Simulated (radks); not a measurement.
Question: These are the eigenvalues of the occupied orbitals of an atom or ion with whole-number occupations (eV). All-electron calculation, Dirac Kohn-Sham, LDA (Slater exchange, Perdew-Zunger correlation), spin-unpolarised, spherical densities, finite nucleus; Fermi nuclear charge, rms radius of each element as measured or else 0.836 A^(1/3) + 0.57 fm. Program: a radial shooting solver on a logarithmic mesh with Libxc functionals.

| orbital | eigenvalue |
|---|---|
| 1s1/2 | -24180.49 |
| 2s1/2 | -3581.798 |
| 2p1/2 | -3328.788 |
| 2p3/2 | -3169.647 |
| 3s1/2 | -694.0083 |
| 3p1/2 | -594.0466 |
| 3p3/2 | -566.2786 |
| 3d3/2 | -388.6119 |
| 3d5/2 | -383.0658 |
| 4s1/2 | -142.8915 |
| 4p1/2 | -111.3370 |
| 4p3/2 | -106.5809 |
| 4d3/2 | -57.7421 |
| 4d5/2 | -57.1112 |

Which element is it, and in what charge state? The configuration may be excited. Open shells, if any, fill j = l - 1/2 first.

Answer: Z = 46, palladium, charge +4: Pd4+ in [Kr] 4d6. The list shows which subshells hold electrons but not how many an open one holds; the 1s level, -888.62 hartree, gives Z - s = 42.2 by -(Z - s)^2/2, which with screening and relativity narrows Z to a few neighbours, and the depths of the outer levels then fix element, charge and occupations together.
